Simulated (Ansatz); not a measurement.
Program: Ansatz. Geometries: PBE0-D4/def2-TZVP. ΔE: electronic, gas phase. CCSD(T)/CBS is the MP2 limit (def2-TZVPP, def2-QZVPP) plus CCSD(T) − MP2 in def2-TZVPP, frozen cores. DFT in def2-TZVPP. B3LYP here is the variant with VWN-RPA as its local correlation; programs differ in this. For Ge outer-core shells are correlated without core-valence functions, which leaves a few kJ/mol of doubt a bond. Scalar relativity is left out up to krypton. Each species was taken in one conformer, which may not be the lowest.

Consider the cleavage of the Ge–B bond: `O[B]([GeH3])CCl` + `F[SiH]1CN1` → `F[SiH]1C[N]1[GeH3]` + `OBCCl`.

```tsv
level	ΔE (kcal/mol)	difference from CCSD(T)/CBS
PBE-D4	-8.6	2.6
PBE0-D4	-9.8	1.4
B3LYP	-11.4	-0.2
SCS-MP2/def2-TZVPP	-13.9	-2.7
CCSD/def2-TZVPP	-12.1	-0.9
CCSD(T)/def2-TZVPP	-11.9	-0.7
MP2/def2-QZVPP	-13.1	-1.9
HF/CBS(def2)	-16.5	-5.3
MP2/CBS(def2)	-12.7	-1.5
CCSD/CBS(def2)	-11.5	-0.3
CCSD(T)/CBS	-11.2	0
```

Largest T1 diagnostic among the species: 0.013.

From PBE to PBE0 (25 % exact exchange), in def2-TZVPP and without D4, ΔE moves by −1.2 kcal/mol. In def2-TZVPP, CCSD(T) changes the Hartree–Fock value by +4.1 kcal/mol (the triples alone add +0.3 kcal/mol) and MP2 by +2.6 kcal/mol.
